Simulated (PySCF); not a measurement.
# Computed beside measured shifts: triphenylphosphine sulfide (C18H15PS)

System: triphenylphosphine sulfide (C18H15PS), SMILES S=P(c1ccccc1)(c1ccccc1)c1ccccc1.

Atom-mapped SMILES (hydrogens are numbered by the atom that bears them): [S:1]=[P:2]([c:3]1[cH:4][cH:5][cH:6][cH:7][cH:8]1)([c:9]1[cH:10][cH:11][cH:12][cH:13][cH:14]1)[c:15]1[cH:16][cH:17][cH:18][cH:19][cH:20]1

Computed with GIAO KT3/pcSseg-2, gas phase, PySCF SCF with an in-house response code, fitting set def2-universal-JFIT, grid level 2, non-relativistic, geometry: PBE0-D3(BJ)/def2-SVP.

One optimised conformer. Values are averaged over the atoms that symmetry or fast rotation interchanges, on this one geometry and without vibrational averaging. Shifts are the reference shielding less the shielding here, at the same level (13C, 1H against isolated TMS; 31P against isolated H3PO4; 33S against isolated CS2); nuclei without a reference have shieldings only.

(1) What shifts does this level give for C3/9/15, C4/8/10/14/16/20, C5/7/11/13/17/19, C6/12/18, P2, and how do they compare with measurement?

Results:

(1) 
```tsv
atom	nucleus	computed / ppm	measured / ppm	computed less measured	measured against	medium of the measurement
C3/9/15	13C	134.2	133.1	1.1	TMS	solution
C4/8/10/14/16/20	13C	130.5	132.3	-1.8	TMS	solution
C5/7/11/13/17/19	13C	125.5	128.5	-3.0	TMS	solution
C6/12/18	13C	128.0	131.5	-3.5	TMS	solution
P2	31P	29.2	43	-13.8	85 % H3PO4	not stated
```

Computed 19F and 31P shifts carry an offset from the reference molecule (CFCl3 is hard for DFT, lone H3PO4 or PH3 isn't the 85 % acid), so differences between compounds are more accurate than the values.

Measured values: E. Pretsch, P. Bühlmann, M. Badertscher, Structure Determination of Organic Compounds, 4th ed., Springer 2009.
